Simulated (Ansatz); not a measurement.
Ansatz (a program for electronic structure) input (B3LYP/6-31G*):

Ansatz 0.2 input:
```yaml
crystal:
  periodic: [false, false, false]
  atoms:
    - {symbol: C, position_ang: [0.11807602, -1.87237518, -0.24254506]}
    - {symbol: C, position_ang: [-0.25090288, -0.44718709, -0.02388523]}
    - {symbol: O, position_ang: [0.85383344, 0.31316098, 0.49821897]}
    - {symbol: C, position_ang: [1.02800756, 0.20394855, 1.89672534]}
    - {symbol: O, position_ang: [-0.60006684, 0.10033262, -1.25609384]}
    - {symbol: C, position_ang: [-1.09507076, 1.43058710, -1.18371084]}
    - {symbol: H, position_ang: [0.05917552, -2.59180819, 0.56628769]}
    - {symbol: H, position_ang: [0.63123017, -2.14343826, -1.15820886]}
    - {symbol: H, position_ang: [-1.08691618, -0.35364299, 0.69844077]}
    - {symbol: H, position_ang: [1.34020498, -0.80539106, 2.20317589]}
    - {symbol: H, position_ang: [0.10766025, 0.46438669, 2.44494057]}
    - {symbol: H, position_ang: [1.81501964, 0.91047556, 2.17308267]}
    - {symbol: H, position_ang: [-1.97513356, 1.49019026, -0.52408775]}
    - {symbol: H, position_ang: [-1.39152576, 1.70563626, -2.19855616]}
    - {symbol: H, position_ang: [-0.33050758, 2.12580284, -0.82158111]}
basis:
  gaussian:
    orbitals: 6-31G*
hamiltonian:
  xc: {name: B3LYP}
magnetization: {spin_polarized: true, initial_magnetization: 1}
phonons: {temperatures: {t_min: 298.15, t_max: 298.15, t_step: 100}}
```

Output:

```
Functional definition: B3LYP
integrals: 0.07 GiB planned
1246 factors; integrals over basis functions are off by at most 3.7e-4 eV
mean field: 0.78 GiB planned
mean field evaluation 1: about -8379.9610 eV, gradient 3.9e1 eV
mean field evaluation 2: about -8377.5180 eV, gradient 4.7e1 eV
mean field evaluation 4: about -8386.3360 eV, gradient 1.7e0 eV
mean field evaluation 8: about -8386.3710 eV, gradient 2.9e-1 eV
mean field evaluation 16: about -8386.3713 eV, gradient 5.5e-5 eV
mean field -8386.37132678 eV, -308.1934617726 hartree, gradient 5.5e-5 eV, S^2 0.753858; 0 other end points of the search recorded, 0 dependent functions left out
the calculation of the forces begins
reference -8386.37154337 eV, -308.1934697321 hartree; 25, 24 occupied and 83, 84 virtual orbitals, 1246 factors
these checks for a lower state are left out or cut short: stability, starts, cluster_reference, orbital_swaps, neighbouring_geometries, increment
integrals: 0.07 GiB planned
1246 factors; integrals over basis functions are off by at most 3.7e-4 eV
mean field: 0.78 GiB planned
mean field -8386.37127783 eV, -308.1934599737 hartree, gradient 1.8e-6 eV, S^2 0.753862; 0 other end points of the search recorded, 0 dependent functions left out
the calculation of the forces begins
reference -8386.37149438 eV, -308.1934679316 hartree; 25, 24 occupied and 83, 84 virtual orbitals, 1246 factors
these checks for a lower state are left out or cut short: stability, starts, cluster_reference, orbital_swaps, neighbouring_geometries, increment
integrals: 0.07 GiB planned
1246 factors; integrals over basis functions are off by at most 3.7e-4 eV
mean field: 0.78 GiB planned
mean field -8386.37127136 eV, -308.1934597360 hartree, gradient 1.7e-6 eV, S^2 0.753855; 0 other end points of the search recorded, 0 dependent functions left out
the calculation of the forces begins
reference -8386.37148800 eV, -308.1934676971 hartree; 25, 24 occupied and 83, 84 virtual orbitals, 1246 factors
these checks for a lower state are left out or cut short: stability, starts, cluster_reference, orbital_swaps, neighbouring_geometries, increment
integrals: 0.07 GiB planned
1246 factors; integrals over basis functions are off by at most 3.7e-4 eV
mean field: 0.78 GiB planned
mean field evaluation 32: about -8386.3711 eV, gradient 8.9e-2 eV
mean field -8386.37116125 eV, -308.1934556892 hartree, gradient 1.9e-6 eV, S^2 0.753864; 0 other end points of the search recorded, 0 dependent functions left out
the calculation of the forces begins
reference -8386.37137780 eV, -308.1934636476 hartree; 25, 24 occupied and 83, 84 virtual orbitals, 1246 factors
these checks for a lower state are left out or cut short: stability, starts, cluster_reference, orbital_swaps, neighbouring_geometries, increment
integrals: 0.07 GiB planned
1246 factors; integrals over basis functions are off by at most 3.7e-4 eV
mean field: 0.78 GiB planned
mean field -8386.37117039 eV, -308.1934560254 hartree, gradient 2.4e-6 eV, S^2 0.753853; 0 other end points of the search recorded, 0 dependent functions left out
the calculation of the forces begins
reference -8386.37138701 eV, -308.1934639860 hartree; 25, 24 occupied and 83, 84 virtual orbitals, 1246 factors
these checks for a lower state are left out or cut short: stability, starts, cluster_reference, orbital_swaps, neighbouring_geometries, increment
integrals: 0.07 GiB planned
1246 factors; integrals over basis functions are off by at most 3.7e-4 eV
mean field: 0.78 GiB planned
mean field -8386.37115371 eV, -308.1934554122 hartree, gradient 1.2e-6 eV, S^2 0.753861; 0 other end points of the search recorded, 0 dependent functions left out
the calculation of the forces begins
reference -8386.37137028 eV, -308.1934633710 hartree; 25, 24 occupied and 83, 84 virtual orbitals, 1246 factors
these checks for a lower state are left out or cut short: stability, starts, cluster_reference, orbital_swaps, neighbouring_geometries, increment
integrals: 0.07 GiB planned
1246 factors; integrals over basis functions are off by at most 3.7e-4 eV
mean field: 0.78 GiB planned
mean field -8386.37114820 eV, -308.1934552097 hartree, gradient 1.3e-6 eV, S^2 0.753856; 0 other end points of the search recorded, 0 dependent functions left out
the calculation of the forces begins
reference -8386.37136480 eV, -308.1934631699 hartree; 25, 24 occupied and 83, 84 virtual orbitals, 1246 factors
these checks for a lower state are left out or cut short: stability, starts, cluster_reference, orbital_swaps, neighbouring_geometries, increment
integrals: 0.07 GiB planned
1246 factors; integrals over basis functions are off by at most 3.7e-4 eV
mean field: 0.78 GiB planned
mean field -8386.37118837 eV, -308.1934566862 hartree, gradient 1.5e-6 eV, S^2 0.753849; 0 other end points of the search recorded, 0 dependent functions left out
[...]
mean field -8386.37130529 eV, -308.1934609827 hartree, gradient 1.3e-6 eV, S^2 0.753859; 0 other end points of the search recorded, 0 dependent functions left out
the calculation of the forces begins
reference -8386.37152186 eV, -308.1934689417 hartree; 25, 24 occupied and 83, 84 virtual orbitals, 1246 factors
these checks for a lower state are left out or cut short: stability, starts, cluster_reference, orbital_swaps, neighbouring_geometries, increment
integrals: 0.07 GiB planned
1246 factors; integrals over basis functions are off by at most 3.7e-4 eV
mean field: 0.78 GiB planned
mean field -8386.37130524 eV, -308.1934609809 hartree, gradient 1.4e-6 eV, S^2 0.753858; 0 other end points of the search recorded, 0 dependent functions left out
the calculation of the forces begins
reference -8386.37152184 eV, -308.1934689409 hartree; 25, 24 occupied and 83, 84 virtual orbitals, 1246 factors
these checks for a lower state are left out or cut short: stability, starts, cluster_reference, orbital_swaps, neighbouring_geometries, increment
integrals: 0.07 GiB planned
1246 factors; integrals over basis functions are off by at most 3.7e-4 eV
mean field: 0.78 GiB planned
mean field -8386.37130258 eV, -308.1934608832 hartree, gradient 1.1e-6 eV, S^2 0.753859; 0 other end points of the search recorded, 0 dependent functions left out
the calculation of the forces begins
reference -8386.37151917 eV, -308.1934688428 hartree; 25, 24 occupied and 83, 84 virtual orbitals, 1246 factors
these checks for a lower state are left out or cut short: stability, starts, cluster_reference, orbital_swaps, neighbouring_geometries, increment
integrals: 0.07 GiB planned
1246 factors; integrals over basis functions are off by at most 3.7e-4 eV
mean field: 0.78 GiB planned
mean field -8386.37130422 eV, -308.1934609433 hartree, gradient 1.1e-6 eV, S^2 0.753858; 0 other end points of the search recorded, 0 dependent functions left out
the calculation of the forces begins
reference -8386.37152080 eV, -308.1934689027 hartree; 25, 24 occupied and 83, 84 virtual orbitals, 1246 factors
these checks for a lower state are left out or cut short: stability, starts, cluster_reference, orbital_swaps, neighbouring_geometries, increment
integrals: 0.07 GiB planned
1246 factors; integrals over basis functions are off by at most 3.7e-4 eV
mean field: 0.78 GiB planned
mean field evaluation 512: about -8386.3712 eV, gradient 5.7e-2 eV
mean field -8386.37123285 eV, -308.1934583205 hartree, gradient 1.0e-6 eV, S^2 0.753858; 0 other end points of the search recorded, 0 dependent functions left out
the calculation of the forces begins
reference -8386.37144939 eV, -308.1934662785 hartree; 25, 24 occupied and 83, 84 virtual orbitals, 1246 factors
these checks for a lower state are left out or cut short: stability, starts, cluster_reference, orbital_swaps, neighbouring_geometries, increment
integrals: 0.07 GiB planned
1246 factors; integrals over basis functions are off by at most 3.7e-4 eV
mean field: 0.78 GiB planned
mean field -8386.37123260 eV, -308.1934583113 hartree, gradient 8.8e-7 eV, S^2 0.753858; 0 other end points of the search recorded, 0 dependent functions left out
the calculation of the forces begins
reference -8386.37144923 eV, -308.1934662724 hartree; 25, 24 occupied and 83, 84 virtual orbitals, 1246 factors
these checks for a lower state are left out or cut short: stability, starts, cluster_reference, orbital_swaps, neighbouring_geometries, increment
integrals: 0.07 GiB planned
1246 factors; integrals over basis functions are off by at most 3.7e-4 eV
mean field: 0.78 GiB planned
mean field -8386.37126580 eV, -308.1934595315 hartree, gradient 2.9e-6 eV, S^2 0.753858; 0 other end points of the search recorded, 0 dependent functions left out
the calculation of the forces begins
reference -8386.37148239 eV, -308.1934674910 hartree; 25, 24 occupied and 83, 84 virtual orbitals, 1246 factors
these checks for a lower state are left out or cut short: stability, starts, cluster_reference, orbital_swaps, neighbouring_geometries, increment
integrals: 0.07 GiB planned
1246 factors; integrals over basis functions are off by at most 3.7e-4 eV
mean field: 0.78 GiB planned
mean field -8386.37126596 eV, -308.1934595375 hartree, gradient 2.8e-6 eV, S^2 0.753859; 0 other end points of the search recorded, 0 dependent functions left out
the calculation of the forces begins
reference -8386.37148255 eV, -308.1934674970 hartree; 25, 24 occupied and 83, 84 virtual orbitals, 1246 factors
these checks for a lower state are left out or cut short: stability, starts, cluster_reference, orbital_swaps, neighbouring_geometries, increment
integrals: 0.07 GiB planned
1246 factors; integrals over basis functions are off by at most 3.7e-4 eV
mean field: 0.78 GiB planned
mean field -8386.37127675 eV, -308.1934599338 hartree, gradient 2.2e-6 eV, S^2 0.753859; 0 other end points of the search recorded, 0 dependent functions left out
the calculation of the forces begins
reference -8386.37149333 eV, -308.1934678932 hartree; 25, 24 occupied and 83, 84 virtual orbitals, 1246 factors
these checks for a lower state are left out or cut short: stability, starts, cluster_reference, orbital_swaps, neighbouring_geometries, increment
integrals: 0.07 GiB planned
1246 factors; integrals over basis functions are off by at most 3.7e-4 eV
mean field: 0.78 GiB planned
mean field evaluation 544: about -8386.3713 eV, gradient 2.4e-5 eV
mean field -8386.37127508 eV, -308.1934598727 hartree, gradient 2.0e-6 eV, S^2 0.753858; 0 other end points of the search recorded, 0 dependent functions left out
the calculation of the forces begins
reference -8386.37149167 eV, -308.1934678323 hartree; 25, 24 occupied and 83, 84 virtual orbitals, 1246 factors
these checks for a lower state are left out or cut short: stability, starts, cluster_reference, orbital_swaps, neighbouring_geometries, increment
integrals: 0.07 GiB planned
1246 factors; integrals over basis functions are off by at most 3.7e-4 eV
mean field: 0.78 GiB planned
mean field -8386.37130181 eV, -308.1934608547 hartree, gradient 1.7e-6 eV, S^2 0.753858; 0 other end points of the search recorded, 0 dependent functions left out
the calculation of the forces begins
reference -8386.37151839 eV, -308.1934688142 hartree; 25, 24 occupied and 83, 84 virtual orbitals, 1246 factors
these checks for a lower state are left out or cut short: stability, starts, cluster_reference, orbital_swaps, neighbouring_geometries, increment
integrals: 0.07 GiB planned
1246 factors; integrals over basis functions are off by at most 3.7e-4 eV
mean field: 0.78 GiB planned
mean field -8386.37130181 eV, -308.1934608550 hartree, gradient 1.6e-6 eV, S^2 0.753859; 0 other end points of the search recorded, 0 dependent functions left out
the calculation of the forces begins
reference -8386.37151840 eV, -308.1934688144 hartree; 25, 24 occupied and 83, 84 virtual orbitals, 1246 factors
Total energy: -8386.37154337 eV, -308.1934697321 hartree
Atom 0 at     0.118076    -1.872375    -0.242545 Å, force     0.001281    -0.001671     0.001049 eV/Å
Atom 1 at    -0.250903    -0.447187    -0.023885 Å, force    -0.000453     0.001335     0.000168 eV/Å
Atom 2 at     0.853833     0.313161     0.498219 Å, force     0.000063    -0.000281    -0.000718 eV/Å
Atom 3 at     1.028008     0.203949     1.896725 Å, force    -0.000129    -0.000603    -0.000185 eV/Å
Atom 4 at    -0.600067     0.100333    -1.256094 Å, force     0.000131    -0.000228    -0.000294 eV/Å
Atom 5 at    -1.095071     1.430587    -1.183711 Å, force     0.000019    -0.000280    -0.000000 eV/Å
Atom 6 at     0.059176    -2.591808     0.566288 Å, force     0.000370     0.001585    -0.002897 eV/Å
Atom 7 at     0.631230    -2.143438    -1.158209 Å, force    -0.001382     0.000340     0.002263 eV/Å
Atom 8 at    -1.086916    -0.353643     0.698441 Å, force    -0.000129    -0.000257     0.000265 eV/Å
Atom 9 at     1.340205    -0.805391     2.203176 Å, force    -0.000159     0.000656     0.000022 eV/Å
Atom 10 at     0.107660     0.464387     2.444941 Å, force     0.000252    -0.000313     0.000012 eV/Å
Atom 11 at     1.815020     0.910476     2.173083 Å, force    -0.000168    -0.000255     0.000217 eV/Å
Atom 12 at    -1.975134     1.490190    -0.524088 Å, force     0.000388    -0.000007    -0.000119 eV/Å
Atom 13 at    -1.391526     1.705636    -2.198556 Å, force    -0.000002    -0.000320     0.000209 eV/Å
Atom 14 at    -0.330508     2.125803    -0.821581 Å, force    -0.000083     0.000299     0.000009 eV/Å
Dipole moment:    -0.129648     0.031515     0.357549 e Å
Vibrations: 76.47 115.97 148.00 176.30 194.74 277.43 310.69 362.82 511.88 538.93 587.07 850.56 928.80 1066.14 1114.90 1134.31 1170.29 1184.66 1188.99 1218.06 1255.64 1386.55 1407.86 1474.99 1496.63 1500.15 1511.86 1517.87 1540.49 1542.36 2915.41 2992.51 3008.93 3043.90 3097.86 3134.75 3150.09 3183.33 3292.84 cm⁻¹, zero-point energy 3.447444 eV
```

The blocks after the first are displaced geometries, from whose forces the wavenumbers follow.
